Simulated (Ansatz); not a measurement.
`[SiH3]C[AsH2]` and `[SiH3][CH2][SbH2]` differ in one element.

Ansatz, PBE0-D4/def2-TZVP geometries, multiplicity 1. 

Elements past krypton have def2 core potentials. Scalar relativity is left out up to krypton.

```json
{"property": "LUMO energy (PBE0/def2-TZVPP) / eV", "`[SiH3]C[AsH2]`": "-0.01"}
{"property": "size of the dipole moment (PBE/def2-TZVPP) / D", "`[SiH3]C[AsH2]`": "0.63"}
{"property": "size of the dipole moment (ωB97M-V/def2-TZVPP) / D", "`[SiH3]C[AsH2]`": "0.62"}
{"property": "LUMO energy (B3LYP/def2-TZVPP) / eV", "`[SiH3]C[AsH2]`": "-0.23"}
{"property": "HOMO–LUMO gap (PBE/def2-TZVPP) / eV", "`[SiH3]C[AsH2]`": "5.31"}
{"property": "LUMO energy (PBE/def2-TZVPP) / eV", "`[SiH3]C[AsH2]`": "-0.82"}
```

Problem. What does the change do to each property? (Best estimate.)

Solution. Ansatz gave: 
```json
{"property": "LUMO energy (PBE0/def2-TZVPP) / eV", "`[SiH3][CH2][SbH2]`": "-0.54", "shift": "-0.53"}
{"property": "size of the dipole moment (PBE/def2-TZVPP) / D", "`[SiH3][CH2][SbH2]`": "1.07", "shift": "0.44"}
{"property": "size of the dipole moment (ωB97M-V/def2-TZVPP) / D", "`[SiH3][CH2][SbH2]`": "1.05", "shift": "0.43"}
{"property": "LUMO energy (B3LYP/def2-TZVPP) / eV", "`[SiH3][CH2][SbH2]`": "-0.75", "shift": "-0.52"}
{"property": "HOMO–LUMO gap (PBE/def2-TZVPP) / eV", "`[SiH3][CH2][SbH2]`": "4.81", "shift": "-0.50"}
{"property": "LUMO energy (PBE/def2-TZVPP) / eV", "`[SiH3][CH2][SbH2]`": "-1.29", "shift": "-0.47"}
```

With PBE0 the HOMO rises by 0.12 eV and the LUMO falls by 0.53 eV, so the gap narrows by about 0.65 eV. PBE moves the HOMO by 0.04 eV and ωB97M-V by 0.18 eV. Dipoles are sizes alone; their direction can turn.

B3LYP here is the variant with VWN-RPA as its local correlation; programs differ in this.

Spin–orbit coupling is left out; it splits and shifts lone-pair levels of the heavy atoms by tenths of an eV.
